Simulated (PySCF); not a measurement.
Trend along the second period: MZn molecules

PBE0 with triple-zeta basis sets in PySCF, for the lowest determinant that a PBE0 search found; no spin–orbit coupling. De refers to high-spin ground-configuration atoms. A positive dipole means M(−)Zn(+).

| M | basis | state (unpaired electrons) | Re (Å) | ωe (cm⁻¹) | De (eV) | μ (D) |
| --- | --- | --- | --- | --- | --- | --- |
| B | x2c-TZVPPall | doublet (π ↑) | 2.222 | 320 | 0.54 | 1.86 |
| C | x2c-TZVPPall | triplet (π ↑↑) | 1.966 | 484 | 1.23 | 2.92 |
| N | x2c-TZVPPall | quartet (σ ↑, π ↑↑) | 2.030 | 348 | 0.33 | 1.39 |
| O | def2-TZVPP | triplet (σ ↑, π ↑) | 1.866 | 529 | 1.42 | 2.41 |
| F | def2-TZVPP | doublet (σ ↑) | 1.786 | 601 | 3.01 | 3.05 |

The shortest bond is that of ZnF (1.786 Å), the longest that of ZnB (2.222 Å). ZnF is bound most strongly (3.01 eV) and ZnN least (0.33 eV).

The rows differ in basis set, which adds steps of its own.

The state changes along the series, so neighbouring rows are not always alike in their bonding.

Weak bonds: ZnN. Basis-set superposition, not corrected here, can be much of De in a small basis, most of all at correlated wavefunction levels. Functionals without a dispersion term scatter widely for such bonds, and LDA overbinds them. States were picked by a PBE0 search and need not be the measured ground states.
